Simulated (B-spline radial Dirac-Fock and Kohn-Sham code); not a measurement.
## X-ray form factors of iridium in several charge states

The computed values come from a radial B-spline solver: relativistic Hartree-Fock (Dirac-Fock) wave functions, averaged over the configuration.

Configurations: Ir⁶⁷⁺ [He] 2s2 2p6; Ir⁶⁸⁺ [He] 2s2 2p5; Ir⁶⁹⁺ [He] 2s2 2p4; Ir⁷⁰⁺ [He] 2s2 2p3; Ir⁷²⁺ [He] 2s2 2p1. The first column is f₀ of Ir⁶⁷⁺, the others are differences from it.

```tsv
s (Å⁻¹)	Ir⁶⁷⁺	Δ Ir⁶⁸⁺	Δ Ir⁶⁹⁺	Δ Ir⁷⁰⁺	Δ Ir⁷²⁺
0	10.000	-1.000	-2.000	-3.000	-5.000
0.05	9.999	-1.000	-2.000	-3.000	-5.000
0.1	9.997	-1.000	-1.999	-2.999	-4.998
0.15	9.993	-0.999	-1.998	-2.997	-4.996
0.2	9.987	-0.998	-1.997	-2.995	-4.992
0.25	9.980	-0.997	-1.995	-2.993	-4.988
0.3	9.971	-0.996	-1.993	-2.989	-4.983
0.35	9.961	-0.995	-1.990	-2.985	-4.976
0.4	9.949	-0.994	-1.987	-2.981	-4.969
0.45	9.935	-0.992	-1.984	-2.976	-4.961
0.5	9.920	-0.990	-1.980	-2.970	-4.952
0.6	9.885	-0.986	-1.971	-2.958	-4.931
0.7	9.844	-0.980	-1.961	-2.942	-4.906
0.8	9.797	-0.974	-1.949	-2.925	-4.878
0.9	9.744	-0.968	-1.936	-2.905	-4.846
1	9.686	-0.960	-1.922	-2.884	-4.811
1.1	9.621	-0.952	-1.906	-2.860	-4.772
1.2	9.552	-0.943	-1.888	-2.834	-4.730
1.4	9.397	-0.924	-1.850	-2.777	-4.637
1.6	9.222	-0.902	-1.807	-2.713	-4.533
```
